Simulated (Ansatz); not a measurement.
Start from `CBB(C)[SiH3]` and change one atom or group to get `CCB(C)[SiH3]`.

Ansatz, PBE0-D4/def2-TZVP geometries, multiplicity 1. Each molecule was computed in one conformer, which needn't be the lowest.

```json
{"property": "HOMO–LUMO gap (B3LYP/def2-TZVPP) / eV", "`CBB(C)[SiH3]`": "5.20"}
{"property": "size of the dipole moment (PBE/def2-TZVPP) / D", "`CBB(C)[SiH3]`": "1.24"}
{"property": "HOMO–LUMO gap (PBE/def2-TZVPP) / eV", "`CBB(C)[SiH3]`": "3.42"}
{"property": "size of the dipole moment (ωB97M-V/def2-TZVPP) / D", "`CBB(C)[SiH3]`": "1.26"}
{"property": "HOMO energy (ωB97M-V/def2-TZVPP) / eV", "`CBB(C)[SiH3]`": "-9.21"}
{"property": "LUMO energy (B3LYP/def2-TZVPP) / eV", "`CBB(C)[SiH3]`": "-1.70"}
```

(1) What does the change do to each property? (Best estimate.)

Results:

(1) The calculation gave: 
```csv
property,`CCB(C)[SiH3]`,shift
HOMO–LUMO gap (B3LYP/def2-TZVPP) / eV,5.81,0.61
size of the dipole moment (PBE/def2-TZVPP) / D,1.46,0.22
HOMO–LUMO gap (PBE/def2-TZVPP) / eV,4.01,0.59
size of the dipole moment (ωB97M-V/def2-TZVPP) / D,1.42,0.16
HOMO energy (ωB97M-V/def2-TZVPP) / eV,-9.66,-0.45
LUMO energy (B3LYP/def2-TZVPP) / eV,-1.53,0.17
```

With PBE0 the HOMO falls by 0.45 eV and the LUMO rises by 0.19 eV, so the gap widens by about 0.64 eV. PBE moves the HOMO by -0.43 eV and ωB97M-V by -0.45 eV. Dipoles are sizes alone; their direction can turn.

B3LYP here is the variant with VWN-RPA as its local correlation; programs differ in this.
